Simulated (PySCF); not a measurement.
C2H6Se, charge +1, doublet, at a GFN2-xTB geometry (a state made from the parent by changing its charge; the spin is typed, not shown lowest); CASSCF(3,3)/STO-3G run with PySCF.

PySCF was given this input:
```python
from pyscf import gto, scf, mcscf
import numpy

mol = gto.M(
    atom='''
C     1.447518   -0.262146    0.778519
Se    0.011367    0.118238   -0.441088
C    -1.486513   -0.143491    0.734717
H     1.401017   -1.306820    1.089214
H     2.397192   -0.076931    0.281149
H     1.364634    0.368394    1.663859
H    -1.438154   -1.133163    1.189127
H    -2.408725   -0.043036    0.166390
H    -1.468457    0.605297    1.527829
''',
    basis='sto-3g',
    charge=1,
    spin=1,
    verbose=4,
)

mf = scf.ROHF(mol)
mf.kernel()
mc = mcscf.CASSCF(mf, 3, 3)
mc.fix_spin_(ss=0.75)
mc.kernel()
occ = numpy.linalg.eigvalsh(mc.fcisolver.make_rdm1(mc.ci, mc.ncas, mc.nelecas))[::-1]
ss = mc.fcisolver.spin_square(mc.ci, mc.ncas, mc.nelecas)[0]
print('natural occupations', occ.round(4), ' <S^2>', round(ss, 4))
```

What the program printed (banner, timings and long lists left out):

```
PySCF version 2.14.0

[INPUT] verbose = 4
[INPUT] num. atoms = 9
[INPUT] num. electrons = 51
[INPUT] charge = 1
[INPUT] spin (= nelec alpha-beta = 2S) = 1
[INPUT] symmetry False subgroup None
[INPUT] Mole.unit = angstrom
[INPUT] Symbol           X                Y                Z      unit          X                Y                Z       unit  Magmom
[INPUT]  1 C      1.447518000000  -0.262146000000   0.778519000000 AA    2.735412580378  -0.495384144650   1.471187692770 Bohr   0.0
[INPUT]  2 Se     0.011367000000   0.118238000000  -0.441088000000 AA    0.021480516858   0.223437437516  -0.833535516832 Bohr   0.0
[INPUT]  3 C     -1.486513000000  -0.143491000000   0.734717000000 AA   -2.809102450606  -0.271158691340   1.388413909062 Bohr   0.0
[INPUT]  4 H      1.401017000000  -1.306820000000   1.089214000000 AA    2.647538425860  -2.469531894104   2.058316151042 Bohr   0.0
[INPUT]  5 H      2.397192000000  -0.076931000000   0.281149000000 AA    4.530036347998  -0.145378520489   0.531294610195 Bohr   0.0
[INPUT]  6 H      1.364634000000   0.368394000000   1.663859000000 AA    2.578784520270   0.696163765933   3.144237819893 Bohr   0.0
[INPUT]  7 H     -1.438154000000  -1.133163000000   1.189127000000 AA   -2.717717184948  -2.141367724491   2.247124357326 Bohr   0.0
[INPUT]  8 H     -2.408725000000  -0.043036000000   0.166390000000 AA   -4.551830559393  -0.081326253497   0.314431529866 Bohr   0.0
[INPUT]  9 H     -1.468457000000   0.605297000000   1.527829000000 AA   -2.774981555700   1.143845554021   2.887178375168 Bohr   0.0

nuclear repulsion = 188.16645552085
number of shells = 20
number of NR pGTOs = 102
number of NR cGTOs = 34
basis = sto-3g
ecp = {}

******** <class 'pyscf.scf.rohf.ROHF'> ********
method = ROHF
initial guess = minao
damping factor = 0
level_shift factor = 0
DIIS = <class 'pyscf.scf.diis.CDIIS'>
diis_start_cycle = 1
diis_space = 8
diis_damp = 0
SCF conv_tol = 1e-09
SCF conv_tol_grad = None
SCF max_cycles = 50
direct_scf = True
direct_scf_tol = 1e-13
num. doubly occ = 25  num. singly occ = 1
Set gradient conv threshold to 3.16228e-05
init E= -2448.56598443233
  HOMO = -0.414437176703511  LUMO = 0.0356302698618463  gap/eV = 12.24696
cycle= 1 E= -2451.53890032674  delta_E= -2.97  |g|= 0.393  |ddm|= 2.41
  HOMO = -0.343106658302534  LUMO = 0.0998757150176249  gap/eV = 12.05416
cycle= 2 E= -2451.63975741609  delta_E= -0.101  |g|= 0.158  |ddm|= 0.679
  HOMO = -0.402707019017185  LUMO = 0.0972195224148957  gap/eV = 13.60369
cycle= 3 E= -2451.64895128216  delta_E= -0.00919  |g|= 0.0254  |ddm|= 0.167
  HOMO = -0.414380327263022  LUMO = 0.0866159382411997  gap/eV = 13.63280
cycle= 4 E= -2451.64955388717  delta_E= -0.000603  |g|= 0.00553  |ddm|= 0.0507
  HOMO = -0.412002553923126  LUMO = 0.0897814661520012  gap/eV = 13.65424
cycle= 5 E= -2451.64957425241  delta_E= -2.04e-05  |g|= 0.000492  |ddm|= 0.0107
  HOMO = -0.411579583822067  LUMO = 0.0899973109355468  gap/eV = 13.64860
cycle= 6 E= -2451.64957444956  delta_E= -1.97e-07  |g|= 7.48e-05  |ddm|= 0.00104
  HOMO = -0.411606507145555  LUMO = 0.0899962499492142  gap/eV = 13.64931
cycle= 7 E= -2451.64957445435  delta_E= -4.8e-09  |g|= 9.34e-06  |ddm|= 0.000168
  HOMO = -0.411603161210719  LUMO = 0.0899979484064943  gap/eV = 13.64926
cycle= 8 E= -2451.64957445446  delta_E= -1.06e-10  |g|= 1.57e-06  |ddm|= 2.58e-05
  HOMO = -0.411603350904338  LUMO = 0.0899979499479469  gap/eV = 13.64927
Extra cycle  E= -2451.64957445446  delta_E= -4.55e-13  |g|= 5.09e-07  |ddm|= 2.89e-06
converged SCF energy = -2451.64957445446

******** <class 'pyscf.mcscf.mc1step.CASSCF'> ********
CAS (2e+1e, 3o), ncore = 24, nvir = 7
max_cycle_macro = 50
max_cycle_micro = 4
conv_tol = 1e-07
conv_tol_grad = None
orbital rotation max_stepsize = 0.02
orbital rotation threshold for CI restart = 0.01
augmented hessian ah_max_cycle = 30
augmented hessian ah_conv_tol = 1e-12
augmented hessian ah_linear dependence = 1e-14
augmented hessian ah_level shift = 1e-08
augmented hessian ah_start_tol = 2.5
augmented hessian ah_start_cycle = 3
augmented hessian ah_grad_trust_region = 3
kf_trust_region = 3
kf_interval = 4
ci_response_space = 4
ci_grad_trust_region = 3
with_dep4 0
natorb = False
canonicalization = True
sorting_mo_energy = False
ao2mo_level = 2
internal_rotation = False
******** <class 'pyscf.fci.addons.SpinPenaltyFCISolver'> ********
max. cycles = 50
conv_tol = 1e-08
davidson only = True
linear dependence = 1e-12
level shift = 0.001
max iter space = 12
nroots = 1
pspace_size = 400
spin = None
CASCI E = -2451.65240659366  S^2 = 0.7500000
Set conv_tol_grad to 0.000316228
macro iter   1 ( 21 JK    4 micro), CASSCF E = -2451.65268326633  dE = -2.76672662e-04  S^2 = 0.7500000
               |grad[o]|=0.00684  |grad[c]|=0.00437  |ddm|=0.0013  |maxRot[o]|=0.112
macro iter   2 ( 21 JK    4 micro), CASSCF E = -2451.65265170096  dE =  3.15653629e-05  S^2 = 0.7500000
               |grad[o]|=0.00208  |grad[c]|=0.00337  |ddm|=0.000769  |maxRot[o]|=0.0325
macro iter   3 ( 21 JK    4 micro), CASSCF E = -2451.65283850832  dE = -1.86807355e-04  S^2 = 0.7500000
               |grad[o]|=0.00179  |grad[c]|=0.00234  |ddm|=0.000638  |maxRot[o]|=0.048
macro iter   4 ( 11 JK    3 micro), CASSCF E = -2451.65304272322  dE = -2.04214903e-04  S^2 = 0.7500000
               |grad[o]|=0.00143  |grad[c]|=0.00294  |ddm|=0.00107  |maxRot[o]|=0.0692
macro iter   5 ( 21 JK    4 micro), CASSCF E = -2451.65307437918  dE = -3.16559531e-05  S^2 = 0.7500000
               |grad[o]|=0.000827  |grad[c]|=0.00313  |ddm|=0.000377  |maxRot[o]|=0.0549
macro iter   6 ( 19 JK    4 micro), CASSCF E = -2451.65309000055  dE = -1.56213719e-05  S^2 = 0.7500000
               |grad[o]|=0.000669  |grad[c]|=0.00113  |ddm|=0.000625  |maxRot[o]|=0.0181
macro iter   7 ( 18 JK    4 micro), CASSCF E = -2451.65311384112  dE = -2.38405764e-05  S^2 = 0.7500000
               |grad[o]|=0.000615  |grad[c]|=0.000935  |ddm|=0.000733  |maxRot[o]|=0.0186
macro iter   8 ( 19 JK    4 micro), CASSCF E = -2451.65312099454  dE = -7.15341184e-06  S^2 = 0.7500000
               |grad[o]|=0.000556  |grad[c]|=0.000959  |ddm|=0.000174  |maxRot[o]|=0.0227
macro iter   9 ( 18 JK    4 micro), CASSCF E = -2451.65311828528  dE =  2.70925557e-06  S^2 = 0.7500000
               |grad[o]|=0.000371  |grad[c]|=0.000683  |ddm|=8.58e-05  |maxRot[o]|=0.0361
macro iter  10 ( 11 JK    2 micro), CASSCF E = -2451.65312301858  dE = -4.73330283e-06  S^2 = 0.7500000
               |grad[o]|=0.000446  |grad[c]|=0.00052  |ddm|=9.18e-05  |maxRot[o]|=0.0222
macro iter  11 (  7 JK    2 micro), CASSCF E = -2451.65313796970  dE = -1.49511138e-05  S^2 = 0.7500000
               |grad[o]|=0.000335  |grad[c]|=0.000923  |ddm|=0.00101  |maxRot[o]|=0.0265
macro iter  12 (  4 JK    1 micro), CASSCF E = -2451.65313805036  dE = -8.06644493e-08  S^2 = 0.7500000
               |grad[o]|=9.52e-05  |grad[c]|=1.65e-05  |ddm|=1.77e-05  |maxRot[o]|=0.00262
1-step CASSCF converged in  12 macro (191 JK  40 micro) steps
CASSCF canonicalization
Density matrix diagonal elements [1.99301978 1.         0.00698022]
CASSCF energy = -2451.65313805036
CASCI E = -2451.65313805036  E(CI) = -3.14888008841763  S^2 = 0.7500000
natural occupations [1.993 1.    0.007]  <S^2> 0.75
```
